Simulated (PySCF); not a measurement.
A calculated (UHF, PySCF 2.14, 6-31G*, the non-relativistic Hamiltonian (point nucleus)) atom or ion has these occupied shells.

| shell | electrons | orbital energy (eV) | rms radius, mean of both spins (bohr) |
| --- | --- | --- | --- |
| 1s | 2 | -891.43 | 0.183 |
| 2s | 2 | -51.996 | 0.993 |
| 2p | 6 | -22.606 | 1.08 |

Name the element and its charge.

Ne (neon, neutral), in [Ne], closed-shell 1S.
